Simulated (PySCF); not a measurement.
Excitations are Tamm–Dancoff values on a coarser integration grid. The basis has no diffuse functions, so Rydberg states are missing or too high.

Cartesian coordinates (Å):
```xyz
6

S      1.9099    -0.2033    -0.0246
Al    -0.0043     0.8411     0.0188
S     -1.9075    -0.2242     0.0178
H      1.3633    -1.4305    -0.0435
H     -0.0126     2.4132     0.0520
H     -1.3481    -1.4453    -0.0150
```
Charge 0, spin multiplicity 1.

Q: Predict the brightest of the four lowest singlets (TDA), S1–T1 gap (TDA), S1 oscillator strength, T1 excitation (TDA) and S1 excitation (TDA) from TPSSh-D3(BJ)/def2-TZVP // PBE0-D3(BJ)/def2-TZVP run with PySCF.

A: 
| Item | Value |
|---|---|
| brightest of the four lowest singlets (TDA) | 5.61 eV |
| S1–T1 gap (TDA) | 0.75 eV |
| S1 oscillator strength | 0.069 |
| T1 excitation (TDA) | 4.86 eV |
| S1 excitation (TDA) | 5.61 eV |
